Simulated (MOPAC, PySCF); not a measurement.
[Cd(CH3)2], neutral singlet in the gas phase. 

Cartesian coordinates (Å):
```xyz
9

Cd     0.0000     0.0000     0.0000
C      0.5061    -0.6720     1.9384
H      1.2547    -0.0097     2.4025
H      0.9275    -1.6897     1.9055
H     -0.3804    -0.6929     2.5926
C     -0.5061     0.6720    -1.9384
H     -1.5843     0.5485    -2.1296
H      0.0421     0.1050    -2.7080
H     -0.2595     1.7388    -2.0629
```
Charge 0, multiplicity 1.

All levels are single points at this geometry (r2SCAN-D4/def2-SVP); Pople sets use spherical d functions. Orbital energies aren't observables, and empty levels follow the basis.

```
level                                 HOMO (eV)  LUMO (eV)  gap (eV)  dipole (D)  vertical IE, Delta-SCF (eV)
------------------------------------  ---------  ---------  --------  ----------  ---------------------------
TPSSh-D3(BJ)/def2-TZVP in PySCF           -6.23      -0.25      5.98        0.00                            –
B3LYP/LANL2DZ in PySCF                    -6.11      -0.07      6.05        0.00                            –
BP86/6-31G* (LANL2DZ on Cd) in PySCF      -5.17      -0.38      4.79        0.00                            –
PBE/6-31G* (LANL2DZ on Cd) in PySCF       -5.06      -0.38      4.68        0.00                         8.20
PM6 in MOPAC                              -8.64       2.49     11.13        0.00                            –
PM7 in MOPAC                             -10.78       1.64     12.43        0.00                            –
```
